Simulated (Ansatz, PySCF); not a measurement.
System: C3H4Cl, charge -1, multiplicity 1. It need not be the lowest isomer of its formula. Whether it binds its extra electron was not tested at this geometry. 
Coordinates optimised at B3LYP-D3(BJ)/def2-TZVP (Ansatz, a program for electronic structure):
SMILES: C=C[CH-]Cl
```xyz
8

C     -2.2892     0.1729    -0.7940
C     -1.1310     0.1060    -0.0487
C      0.1736     0.4797    -0.3775
Cl     1.5162    -0.3187     0.5824
H     -2.2856     0.5053    -1.8279
H     -3.2564     0.0452    -0.3227
H     -1.2504    -0.2343     0.9817
H      0.4968     0.5503    -1.4099
```
Charge -1, spin multiplicity 1.

Total electronic energies in hartree. Valence correlation only, unless marked. Spin-orbit coupling is left out. No relativistic terms. Basis-set limits of correlation are two-point, X^-3; Hartree-Fock from the larger set. [CCSD(T)-MP2]/basis is that difference in the basis named.

```tsv
level	program	energy (Eh)
HF/aug-cc-pV(D+d)Z	Ansatz	-575.38101
HF/cc-pV(T+d)Z	Ansatz	-575.41367
HF/cc-pwCVTZ	Ansatz	-575.41469
HF/cc-pV(Q+d)Z	Ansatz	-575.42758
SVWN5/def2-TZVPD	PySCF	-574.37549
BLYP-D4/def2-TZVPD	Ansatz + dftd4	-576.90346
revPBE-D4/def2-TZVPD	Ansatz + dftd4	-576.85225
B3LYP/def2-TZVPD	Ansatz	-576.96726
PBE0-D3(BJ)/def2-TZVPD	Ansatz + dftd3	-576.65010
PBE0/def2-QZVPP	Ansatz	-576.66517
BHLYP-D3(BJ)/def2-TZVPD	Ansatz + dftd3	-576.86819
TPSSh/def2-TZVPD	PySCF	-576.96855
r2SCANh/def2-TZVPD	Ansatz	-576.83194
HSE06/def2-TZVPD	Ansatz	-576.63069
CAM-B3LYP/def2-TZVPD	Ansatz	-576.88806
B2GP-PLYP/def2-TZVPD	Ansatz	-576.62672
RI-MP2/cc-pV(T+d)Z	Ansatz	-576.11463
SCS-MP2/STO-3G	Ansatz	-569.06518
SCS-MP2/aug-cc-pV(D+d)Z	Ansatz	-575.96065
SCS-MP2/cc-pwCVTZ	Ansatz	-576.11951
SCS-MP2/cc-pV(Q+d)Z	Ansatz	-576.17958
CCSD/6-31G*	Ansatz	-575.87825
RI-MP2/CBS(aug-cc-pV(T+d)Z,aug-cc-pV(Q+d)Z)+[CCSD(T)-MP2]/aug-cc-pV(T+d)Z	Ansatz	-576.2973
```

Totals of different functionals don't rank their quality; only differences between species are comparable.
